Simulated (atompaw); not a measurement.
# Before and after: PAW (atompaw) potential for Nd (Z = 60)

atompaw 4.2.0.5 input, output lines left out:

```
Nd 60
GGA-PBESOL scalarrelativistic loggrid 2001 logderivrange -5 5 251
6 6 5 4 0 0
6 1 0
5 2 0
4 3 4
0 0 0
c
c
c
c
v
v
c
c
c
v
v
c
c
v
v
3
2.55 2.50 2.15 2.05
n
n
y
2.4
n
y
2.15
n
custom rrkj vanderbiltortho sinc
bessel
2.20
2.55
2.55
2.55
2.55
2.55
1.90
1.90
```

Change: all radii scaled by about 1.22 (s 2.70, p 3.12, d 3.12, f 2.32 bohr); local potential bessel scheme, radius 2.64 bohr; augmentation sinc compensation charge, radius 3.06 bohr; PAW radius 3.12 bohr; waves and projectors: custom rrkj vanderbiltortho; core correction smooth core density matched at 2.50 bohr.

Cutoffs: the cutoffs (Ry, on a coarse ladder) from which the occupation-weighted sum of valence levels, in a spherical-Bessel basis at the reference potential, stays within 10 and 1 mRy of its value at 400 Ry; they do not see the model core or the augmentation charge, which bear on the density cutoff.

Task: What does the change do?

Result: The potential gets softer (35 Ry and 55 Ry → 25 Ry and 35 Ry); neither file shows a bound ghost. A larger radius leaves more room for a smooth pseudo-wave, so fewer plane waves are needed.

```csv
quantity,base,changed
"cutoff, loose",35 Ry,25 Ry
"cutoff, tight",55 Ry,35 Ry
loose cutoff by channel (10 mRy a level),"s 10 Ry, p 10 Ry, f 35 Ry","s 8 Ry, p 6 Ry, f 21 Ry"
bound ghosts,none,none
lowest overlap eigenvalue by channel,"s 0.11, p 0.16, d 0.49, f 0.86","s 0.52, p 0.08, d 0.86, f 0.90"
```

 The cutoffs see the waves, projectors and local potential, not the compensation charge or the core.
